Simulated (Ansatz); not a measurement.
Species: sum formula H₅SiN₂O₂, net charge 0, doublet state. It need not be the lowest isomer of its formula. 
Structure (B3LYP-D3(BJ)/def2-TZVP (Ansatz, an electronic-structure program) minimum search):
SMILES: N[Si](N)([O])O
```xyz
10

N     -0.9223    -1.3467     0.5034
Si     0.0324    -0.0512    -0.0345
N     -0.5945     1.5363     0.2359
O      0.0670    -0.0459    -1.6552
O      1.4458    -0.0205     0.7991
H     -0.8846    -1.7230     1.4354
H     -1.6514    -1.7478    -0.0612
H     -1.5094     1.7870    -0.1073
H      0.0303     2.3294     0.2566
H      2.0763    -0.7247     0.6328
```
Charge 0, spin multiplicity 2.

Basis-set convergence of Hartree-Fock and MP2 correlation energies (hartree) with Ansatz. Correlated levels leave the core frozen unless marked. Open shells are spin-unrestricted. No spin-orbit coupling. Non-relativistic.

```
basis        functions       E(HF)  E(corr, MP2)
-----------  ---------  ----------  ------------
cc-pV(D+d)Z        104  -550.59830      -0.75956
cc-pV(T+d)Z        229  -550.72190      -0.97164
cc-pV(Q+d)Z        434  -550.74809      -1.04884
```

Extrapolating the two largest sets (X = 3 and 4) as X^-3: E(corr) = (64·(-1.04884) - 27·(-0.97164))/37 = -1.1052 Eh, an estimate of the basis-set limit. The largest set recovers 94.9 % of it, the smallest 68.7 %.
